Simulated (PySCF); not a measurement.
CrO₂Cl, SMILES [Cl][Cr+](=[O])=[O], charge +1, multiplicity 1.

Geometry optimised at B3LYP-D3(BJ)/def2-SVP. The spin state was assumed, not searched. The isomer is the one that the SMILES or the coordinates give; other isomers of the formula were not compared.

Computed with PBE/def2-TZVPD (PySCF).

Symmetry labels are those of the subgroup Cs that the program uses (full group Cs).

Task: List the valence orbital energies around the gap with their symmetry. (The exact figures need the calculation; the answer reports its results.)

Result: 
```csv
orbital,symmetry,energy (eV)
HOMO−7,A",-18.18
HOMO−6,A",-17.82
HOMO−5,A',-17.52
HOMO−4,A',-17.15
HOMO−3,A',-16.35
HOMO−2,A",-15.30
HOMO−1,A',-15.19
HOMO,A",-14.55
LUMO,A',-12.97
LUMO+1,A',-12.28
LUMO+2,A",-11.70
LUMO+3,A',-10.21
```
